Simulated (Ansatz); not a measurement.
```xyz
8

B     0.0483   -0.0074    0.8701
B    -0.0363   -0.0218   -0.8543
H     1.0037   -0.0365   -0.0325
H    -0.9939    0.0237   -0.0440
H    -0.0340    1.0579    1.5028
H    -0.0394   -1.0271    1.4480
H    -0.0403    1.0804   -1.4601
H    -0.0103   -1.0986   -1.4802
```

Basis set: cc-pVDZ (spherical functions). Correlated methods keep 2 orbitals frozen. Charge 0, multiplicity 1.

Computed with Ansatz (development build ahead of 0.2.0); each method stands on the lowest determinant of its kind that the runs found. Restricted open shells among the atoms or ions are ROHF, correlated in semicanonical orbitals with singles.

The atomization energy at this shape (free ground-state atoms in the same class of orbitals less the molecule, no zero-point energy) of singlet B2H6:

```csv
method,atomization energy
RHF-MP2,2353.1 kJ/mol
```

**Question.** What does RHF give?

**Answer.** 1992.5 kJ/mol. Caution: the shape is not the minimum.
